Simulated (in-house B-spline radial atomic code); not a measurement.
Inner levels of manganese as electrons are removed. A shift is the extra binding of the orbital against the neutral atom ([Ar] 3d5 4s2). The density at the nucleus is averaged over the nuclear charge. Computed with an all-electron radial atomic-structure program (B-spline basis): Dirac-Hartree-Fock, average of the configuration, finite nuclei.

| ion | configuration | shift of 2s1/2 (eV) | shift of 2p3/2 (eV) | shift of 1s1/2 (eV) | radius of 2s1/2 (bohr) | radius of 2p3/2 (bohr) | radius of 1s1/2 (bohr) | Σ<r²> (bohr²) | change of density at nucleus (bohr⁻³) |
| --- | --- | --- | --- | --- | --- | --- | --- | --- | --- |
| Mn | [Ar] 3d5 4s2 | 0 | 0 | 0 | 0.27748 | 0.24728 | 0.06086 | 42.562 | - |
| Mn+ | [Ar] 3d5 4s1 | 7.9565 | 7.9947 | 8.0859 | 0.27749 | 0.24727 | 0.06086 | 26.502 | -2.8355 |
| Mn2+ | [Ar] 3d5 | 17.507 | 17.616 | 17.866 | 0.27751 | 0.24727 | 0.060859 | 16.187 | -8.1824 |
| Mn3+ | [Ar] 3d4 | 37.357 | 37.389 | 37.022 | 0.2775 | 0.24724 | 0.060861 | 13.147 | -5.4036 |
| Mn4+ | [Ar] 3d3 | 60.615 | 60.553 | 59.432 | 0.27745 | 0.24717 | 0.060864 | 10.946 | -1.3618 |
| Mn5+ | [Ar] 3d2 | 86.926 | 86.763 | 84.808 | 0.27736 | 0.24703 | 0.060867 | 9.2325 | 3.862 |
| Mn6+ | [Ar] 3d1 | 116.07 | 115.8 | 112.98 | 0.27721 | 0.24684 | 0.06087 | 7.8399 | 10.206 |
| Mn7+ | [Ne] 3s2 3p6 | 147.89 | 147.53 | 143.85 | 0.277 | 0.24657 | 0.060874 | 6.6762 | 17.629 |
| Mn8+ | [Ne] 3s2 3p5 | ? | ? | ? | ? | ? | ? | ? | ? |
| Mn9+ | [Ne] 3s2 3p4 | 217.2 | 217.16 | 219.28 | 0.27614 | 0.2462 | 0.06086 | 4.7707 | 40.334 |
| Mn10+ | [Ne] 3s2 3p3 | ? | ? | ? | ? | ? | ? | ? | ? |
| Mn11+ | [Ne] 3s2 3p2 | 292.45 | 292.88 | 302.37 | 0.27509 | 0.24521 | 0.060842 | 3.1698 | 66.191 |
| Mn12+ | [Ne] 3s2 3p1 | 332.24 | 332.97 | 346.76 | 0.27449 | 0.24463 | 0.060832 | 2.462 | 80.313 |
| Mn13+ | [Ne] 3s2 | 373.43 | 374.51 | 393.02 | 0.27384 | 0.244 | 0.060821 | 1.8072 | 95.236 |
| Mn14+ | [Ne] 3s1 | ? | ? | ? | ? | ? | ? | ? | ? |
| Mn15+ | [He] 2s2 2p6 | 455.73 | 460.1 | 486.78 | 0.2735 | 0.24272 | 0.060814 | 0.61453 | -117.43 |
| Mn16+ | [He] 2s2 2p5 | 537.31 | 554.04 | 609.61 | 0.26985 | 0.23783 | 0.060744 | 0.52305 | -70.478 |

Fill in the row of Mn8+.

shift of 2s1/2 (eV): 181.79; shift of 2p3/2 (eV): 181.57; shift of 1s1/2 (eV): 180.59; radius of 2s1/2 (bohr): 0.2766; radius of 2p3/2 (bohr): 0.24662; radius of 1s1/2 (bohr): 0.060867; Σ<r²> (bohr²): 5.6801; change of density at nucleus (bohr⁻³): 28.589.

Fill in the row of Mn10+.

shift of 2s1/2 (eV): 254.1; shift of 2p3/2 (eV): 254.27; shift of 1s1/2 (eV): 259.87; radius of 2s1/2 (bohr): 0.27564; radius of 2p3/2 (bohr): 0.24573; radius of 1s1/2 (bohr): 0.060852; Σ<r²> (bohr²): 3.9369; change of density at nucleus (bohr⁻³): 52.867.

Fill in the row of Mn14+.

shift of 2s1/2 (eV): 414.04; shift of 2p3/2 (eV): 416.71; shift of 1s1/2 (eV): 439.15; radius of 2s1/2 (bohr): 0.27387; radius of 2p3/2 (bohr): 0.24338; radius of 1s1/2 (bohr): 0.060818; Σ<r²> (bohr²): 1.1921; change of density at nucleus (bohr⁻³): -6.7975.
